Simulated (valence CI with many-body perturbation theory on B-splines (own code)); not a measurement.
## Er XXX: what the settings do

Calculated by valence CI with perturbative core correlation (CI+MBPT): three valence electrons over a frozen Dirac-Fock core [Kr], radial functions for each j: 6 s, 6 p, 5 d, 5 f, 1 g, with the one-electron correlation potential Σ1, the two-electron term Σ2, the three-electron term Σ3, Breit, model QED; selected CI, second order for the rest, scaled by the run's own slope (own B-spline code, finite nucleus).

No measured spectrum was set against this ion. As an estimate, large intervals hold to a few tenths of a per cent, small ones and those within an open d or f shell to about a per cent. Only levels of the ground parity were solved; by the run's estimate the other parity begins above the list, which can be wrong where configurations are misplaced.

The reference run has the lowest level (4d3/2^3) J=3/2 and an ionisation energy of 1093.74 eV. Its largest variational space holds 2468 state functions.

Levels are named by their leading jj configuration (3d3/2^4 stands for four electrons in 3d with j = 3/2), which in mixed levels can hold well under half, so a name can repeat and another be missing. Letters in brackets count levels of one name in rising energy.

Changed runs:
A. selection threshold (hartree) 2e-08 → 1e-05
B. Breit term on → off; QED terms on → off
C. core polarisation of operators on → off
D. factor on the speed of light 1 → 1.1 (bad on purpose)

Excitation energies of the reference run in cm⁻¹, and shifts in cm⁻¹:

| Level | Reference | A | B | C | D |
| --- | --- | --- | --- | --- | --- |
| (4d3/2^2 4d5/2) J=5/2 [a] | 69252 | +0.1 | +1818 | 0 | -15036 |
| (4d3/2^2 4d5/2) J=3/2 | 88009 | 0 | +1579 | 0 | -13817 |
| (4d3/2^2 4d5/2) J=7/2 | 94269 | 0 | +2324 | 0 | -16421 |
| (4d3/2^2 4d5/2) J=9/2 | 98889 | +0.2 | +2428 | 0 | -15121 |
| (4d3/2^2 4d5/2) J=1/2 | 100699 | -0.1 | +1740 | 0 | -14661 |
| (4d3/2^2 4d5/2) J=5/2 [b] | 149892 | +0.2 | +2208 | 0 | -19492 |
| (4d3/2 4d5/2^2) J=7/2 [a] | 165557 | +0.1 | +3624 | 0 | -29129 |
| (4d3/2 4d5/2^2) J=9/2 | 175315 | +0.2 | +4110 | 0 | -30555 |
| (4d3/2 4d5/2^2) J=3/2 [a] | 188195 | 0 | +3391 | 0 | -30114 |
| (4d3/2 4d5/2^2) J=1/2 | 195538 | 0 | +3513 | 0 | -30368 |
| (4d3/2 4d5/2^2) J=11/2 | 202250 | +0.3 | +4414 | 0 | -30377 |
| (4d3/2 4d5/2^2) J=5/2 [a] | 205850 | +0.2 | +3238 | 0 | -27453 |
| Ionisation energy (eV) | 1093.74 | 0 | +0.53 | 0 | -0.54 |

No effect on these energies: C.
